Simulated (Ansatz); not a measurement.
Consider the substitution at a C–O bond: `CC1=CC(C(F)(F)F)=[O+][Ti-]([OH])([F])([F])[O]1` + `[OH][Ti]([Cl])([Cl])[Cl]` → `CC1=CC(C(F)(F)F)=[O+][Ti-]([Cl])([Cl])([Cl])[O]1` + `[OH][Ti]([OH])([F])[F]`.

Isolated molecules relaxed with PBE0-D4/def2-TZVP in Ansatz; ΔE leaves out vibrations. CBS: MP2 limit from def2 TZ/QZ plus the TZ coupled-cluster correction, frozen cores. DFT in def2-TZVPP. B3LYP here is the variant with VWN-RPA as its local correlation; programs differ in this. For Ti outer-core shells are correlated without core-valence functions, which leaves a few kJ/mol of doubt a bond. Scalar relativity is left out up to krypton. Each species was taken in one conformer, which may not be the lowest.

```json
{"level": "r2SCAN-D4", "ΔE (kJ/mol)": "16.8"}
{"level": "B3LYP", "ΔE (kJ/mol)": "19.8"}
{"level": "MP2/def2-TZVPP", "ΔE (kJ/mol)": "17.1"}
{"level": "CCSD/def2-TZVPP", "ΔE (kJ/mol)": "22.2"}
```

(1) What does CCSD(T)/CBS give? (An estimate is asked.)

Largest T1 diagnostic among the species: 0.024, so the coupled-cluster value is less sure than usual.

Results:

(1) Computed: +18.0 kJ/mol. The listed levels differ from it by -1.2, 1.8, -0.9, 4.2 kJ/mol.

From BLYP to BHLYP (50 % exact exchange), in def2-TZVPP and without D4, ΔE moves by +5.3 kJ/mol. At CCSD(T), def2-SVP lies +3.4 kJ/mol from the extrapolated value and def2-TZVPP +1.0 kJ/mol. In def2-TZVPP, CCSD(T) changes the Hartree–Fock value by −8.3 kJ/mol (the triples alone add −3.2 kJ/mol) and MP2 by −10.2 kJ/mol.
